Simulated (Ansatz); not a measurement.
S-phenylphenoxathiinium tetracyanoborate, `N#C[B-](C#N)(C#N)C#N.c1ccc([S+]2c3ccccc3Oc3ccccc32)cc1`. Total charge 0; triplet. Geometry PBE-D4/def2-SVP, that of the neutral singlet.

```xyz
42

N     6.522    0.111   -1.139
C     5.392    0.085   -0.827
B     3.866    0.052   -0.406
C     2.892   -0.329   -1.622
N     2.068   -0.598   -2.415
C     3.347    1.465    0.147
N     2.826    2.434    0.557
C     3.558   -1.016    0.746
N     3.194   -1.781    1.558
C    -1.780    1.433    3.918
C    -2.381    0.415    3.156
C    -1.763   -0.051    1.987
C    -0.541    0.523    1.609
S     0.355    0.014    0.116
C    -0.421    0.990   -1.161
C     0.088    2.281   -1.386
C    -0.529    3.101   -2.335
C    -1.642    2.628   -3.054
C    -2.134    1.338   -2.838
C    -1.520    0.502   -1.890
O    -2.051   -0.751   -1.759
C    -1.404   -1.762   -1.107
C    -1.908   -3.057   -1.322
C    -1.302   -4.154   -0.703
C    -0.184   -3.980    0.133
C     0.327   -2.699    0.358
C    -0.296   -1.596   -0.253
C     0.087    1.532    2.358
C    -0.554    1.988    3.521
H    -2.272    1.791    4.835
H    -3.339   -0.022    3.475
H    -2.220   -0.856    1.393
H     0.962    2.630   -0.813
H    -0.137    4.112   -2.515
H    -2.128    3.271   -3.802
H    -2.988    0.938   -3.403
H    -2.770   -3.170   -1.995
H    -1.703   -5.162   -0.885
H     0.299   -4.846    0.608
H     1.212   -2.544    0.999
H     1.051    1.959    2.034
H    -0.080    2.780    4.121
```

Single mean-field runs in def2-TZVP are fitted with def2-universal-jkfit. At PBE0-D4/def2-TZVP a singlet of charge 0 lies 3.72 eV below the triplet at the same geometry.

Task: Estimate the α-spin orbital energies around the gap (eV) in Ansatz with PBE-D4/def2-TZVP, PBE0-D4/def2-TZVP.

Result: 
| orbital | PBE-D4/def2-TZVP | PBE0-D4/def2-TZVP |
| --- | --- | --- |
| HOMO−5 | -7.39 | -8.77 |
| HOMO−4 | -7.38 | -8.69 |
| HOMO−3 | -7.14 | -8.30 |
| HOMO−2 | -7.13 | -8.29 |
| HOMO−1 | -7.10 | -8.06 |
| HOMO | -3.31 | -4.03 |
| LUMO | -3.18 | -2.27 |
| LUMO+1 | -2.67 | -1.96 |
| LUMO+2 | -2.58 | -1.63 |
| LUMO+3 | -2.47 | -1.57 |
| LUMO+4 | -1.99 | -1.16 |
| LUMO+5 | -1.53 | -0.58 |
| β HOMO | -7.02 | -7.98 |
| β LUMO | -6.59 | -5.77 |
